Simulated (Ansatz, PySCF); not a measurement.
Gas-phase reaction in SMILES: CC(F)(F)F -> [CH2]C(F)(F)F + H atom (the C-H bond at the site shown breaks; other sites are not compared here)
Each molecule is optimised on its own at B3LYP-D3(BJ)/def2-TZVP (Ansatz, a program for electronic structure), one conformer each, not searched for the lowest.

Property: bond dissociation energy (enthalpy at 298 K, with B3LYP-D3(BJ) rigid-rotor harmonic-oscillator terms from PySCF), in kcal/mol. Correlated levels leave the core frozen unless marked. UHF or UKS for open shells. Spin-orbit coupling is left out. Non-relativistic unless marked X2C. CBS(X,Y): correlation extrapolated as X^-3; Hartree-Fock from the larger set (for Q and 5 zeta extrapolated as (X+1)exp(-9√X)).

```tsv
level	program	bond dissociation energy (kcal/mol)
PBE/def2-TZVPD	Ansatz	101.6
B97M-V/def2-TZVPD	Ansatz	103.9
PBE0/STO-3G	Ansatz	129.5
PBE0-D4/def2-TZVPD	Ansatz + dftd4	102.1
```

### Question
What does CCSD(T)/CBS(cc-pVQZ,cc-pV5Z) (Ansatz) give?

### Answer
106.2 kcal/mol, so PBE0-D4/def2-TZVPD differs from it by -4.1 kcal/mol.
